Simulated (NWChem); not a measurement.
Basis-set convergence for H5GaO

```xyz
7

Ga    -0.4521     0.2149    -0.0694
H     -0.9293     0.4998     1.4047
H      0.1467     1.4026    -0.9335
H     -1.0299    -1.0436    -0.8425
O      1.5083    -0.7141     0.3338
H      2.2148    -0.2081    -0.0946
H      1.5450    -1.6011    -0.0540
```
Charge 0, spin multiplicity 1.

The numbers come from NWChem runs, not from measurements. The geometry was optimised at B3LYP/def2-SVP, a minimum by its harmonic frequencies.

Quantity: vertical ionisation energy at the level ΔMP2 (Δ: difference of total energies, the cation a doublet at the parent's geometry; it is the state that the SCF runs reached, from PBE0 orbitals for Hartree-Fock references, and need not be the lowest).

The Hamiltonian is non-relativistic. The correlated methods keep 10 core orbitals frozen. The Pople sets run with spherical d functions. The structure started from a generated list of species. The stability of the SCF solutions was not checked. Open-shell Hartree-Fock references start from PBE0 orbitals; any time given for them includes that run.

The cost column gives rough processor time relative to 3-21G; each entry includes its own SCF.

| basis | functions | vertical ionisation energy (eV) | relative cost |
|---|---|---|---|
| 3-21G | 41 | 9.78 | 1 |
| def2-SVP | 71 | (withheld) | 4 |
| 6-311G** | 92 | (withheld) | 20 |
| def2-SVPD | 101 | 10.35 | 10 |
| aug-pcseg-1 | 104 | 10.34 | 10 |
| aug-cc-pVDZ | 104 | 10.34 | 30 |
| def2-TZVPD | 139 | (withheld) | 60 |
| cc-pVTZ | 143 | 10.44 | 100 |
| pcseg-2 | 143 | 10.44 | 80 |

Problem. Complete the blanks.

Solution. 
- def2-SVP, vertical ionisation energy (eV): 10.26
- 6-311G**, vertical ionisation energy (eV): 10.30
- def2-TZVPD, vertical ionisation energy (eV): 10.38
